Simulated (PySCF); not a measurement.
Structure problem from calculated spectra and properties.

Elements present: C, H, N, P and Si. Monoisotopic mass: 163.0946 u.

- 13C NMR: chemical shifts (computed TMS as zero) by class: 64.1 (1 C), 45.9 (2 C), 40.5 (1 C), 25.5 (2 C) ppm [GIAO KT2/pcSseg-1]
- 1H NMR: chemical shifts (computed TMS as zero) by class: 3.90 (3 H), 2.64 (2 H), 2.26 (6 H), 1.65 (1 H), 1.25 (6 H) ppm [GIAO KT2/pcSseg-1]
- XPS: Si2p3/2 106.3, P2p3/2 135.3, C1s 290.2, C1s 290.4 (×2), C1s 290.9, C1s 291.3 (×2), N1s 404.5, Si1s 1846.0, P1s 2148.8 eV [ΔSCF SCAN, pcX-2 on the ionised atom, pcseg-1 elsewhere, spin-free X2C, 2p3/2 from a spin–orbit splitting computed afterwards within the 2p shell]
- Rotational structure: rotational constants A, B, C: 1.428, 0.755, 0.578 GHz [PBE0-D3(BJ)/def2-SVP]
- NMR, other nuclei: isotropic shieldings of nuclei other than C and H, by class: 214 (1 N), 435 (1 Si), 435 (1 P) ppm [GIAO KT2/pcSseg-1]
- Dipole: 1.33 D [KT2/pcSseg-1]

The electronic properties come from PySCF, for the isolated species, density fitting. Levels stand in brackets. NMR shifts are as computed; neighbouring signals can stand in another order in a measured spectrum. Isolated species at its PBE0-D3(BJ)/def2-SVP geometry (one conformer only). NMR classes are plain means over equivalent atoms (diastereotopic ones count apart unless rotation or inversion swaps them), as if these changed places fast.

Q: Which formula fits the mass and the elements?

A: C6H18NPSi (calculated 163.0946). No other formula that holds each of these elements comes within 0.0003 u with a fitting electron parity and a possible valence count.

Q: What is the compound? Reason from the data.

A: Numbering: `[CH3:1][CH:2]([CH3:3])[P:4]([SiH3:5])[CH2:6][N:7]([CH3:8])[CH3:9]`. 6 carbons fall into 4 classes; from least to most shielded: sp3 carbon bound to nitrogen [C6] (64.1 ppm), N-methyl carbon [C8/C9] (45.9 ppm, 2 C, up to 6.0 ppm apart in this geometry), sp3 carbon bound to phosphorus [C2] (40.5 ppm), methyl carbon [C1/C3] (25.5 ppm, 2 C). Hydrogen classes from least to most shielded: 3 H on an SiH3 silicon, Si5 (3.90 ppm), 2 H on an sp3 carbon bound to nitrogen, C6 (2.64 ppm, a mean of values up to 0.5 ppm apart in this geometry), 6 H on 2 N-methyl carbons, C8/C9 (2.26 ppm, a mean of values up to 2.2 ppm apart in this geometry), 1 H on an sp3 carbon bound to phosphorus, C2 (1.65 ppm), 6 H on 2 methyl carbons, C1/C3 (1.25 ppm, a mean of values up to 1.8 ppm apart in this geometry). The other shieldings belong to: 214 ppm, tertiary amine nitrogen [N7]; 435 ppm, SiH3 silicon [Si5]; 435 ppm, three-coordinate phosphorus [P4]. The core levels belong to: Si2p3/2 106.3 eV, SiH3 silicon [Si5]; P2p3/2 135.3 eV, three-coordinate phosphorus [P4]; C1s 290.2 eV, sp3 carbon bound to phosphorus [C2]; C1s 290.4 eV, methyl carbon [C1/C3]; C1s 290.9 eV, sp3 carbon bound to nitrogen [C6]; C1s 291.3 eV, N-methyl carbon [C8/C9]; N1s 404.5 eV, tertiary amine nitrogen [N7]; Si1s 1846.0 eV, SiH3 silicon [Si5]; P1s 2148.8 eV, three-coordinate phosphorus [P4]. One atom of each topological class was ionised and stands for its class. The optimised geometry has point group C1 and is an asymmetric top. Structure: `CC(C)P([SiH3])CN(C)C`. The assignments are read from this structure; whether some other isomer fits the data as well wasn't checked.

Shape of the structure used: `[CH3:1][CH:2]([CH3:3])[P:4]([SiH3:5])[CH2:6][N:7]([CH3:8])[CH3:9]`: C1–C2–P4–Si5 -64°, C2–P4–C6–N7 -80°, P4–C6–N7–C8 164°.
